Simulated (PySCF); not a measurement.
CH6O3Si, SMILES C[Si](O)(O)O (connectivity only; charge and spin as stated), charge -1, multiplicity 2. Atoms are numbered in the order given.

```xyz
11

O     -1.7980     0.5092     0.0000
Si     0.0140     0.2637     0.0000
O     -0.0412    -0.7237     1.4263
O     -0.0412    -0.7237    -1.4263
C      1.9536     0.4300     0.0000
H     -1.9429     1.4657     0.0000
H     -0.9706    -0.7936     1.6813
H     -0.9706    -0.7936    -1.6813
H      2.3035     0.9695    -0.8947
H      2.3035     0.9695     0.8947
H      2.4030    -0.5841     0.0000
```
Charge -1, spin multiplicity 2.

Coordinates come from a TPSSh-D3(BJ)/def2-SVPD optimisation. Other conformers were not sampled.

All values below come from B3LYP/pcH-1 (PySCF).

Unrestricted Kohn–Sham, ⟨S²⟩ = 0.752. Hyperfine tensors hold the contact and dipolar terms, without spin-orbit corrections.

Q: Estimate the hyperfine couplings. (Estimate from the structure and the level; the computed values follow.)

A: 
```
nucleus     A(iso) (MHz)  A(iso) (G)  dipolar principal values (MHz)
----------  ------------  ----------  ------------------------------
17O no. 1         -106.0       -37.8               -45.2, 22.1, 23.2
29Si no. 2        -582.4      -207.8               -79.8, 36.1, 43.7
17O no. 3           -3.8        -1.4                  -8.7, 4.0, 4.7
17O no. 4           -3.8        -1.4                  -8.7, 4.0, 4.7
13C no. 5          225.7        80.5               -10.1, -8.7, 18.8
1H no. 6           -12.4        -4.4               -17.6, -7.3, 24.9
1H no. 7            -2.1        -0.8                 -4.6, -1.4, 6.0
1H no. 8            -2.1        -0.8                 -4.6, -1.4, 6.0
1H no. 9            -7.1        -2.5                -7.3, -3.9, 11.2
1H no. 10           -7.1        -2.5                -7.3, -3.9, 11.2
1H no. 11           40.4        14.4                 -6.0, -2.6, 8.5
```
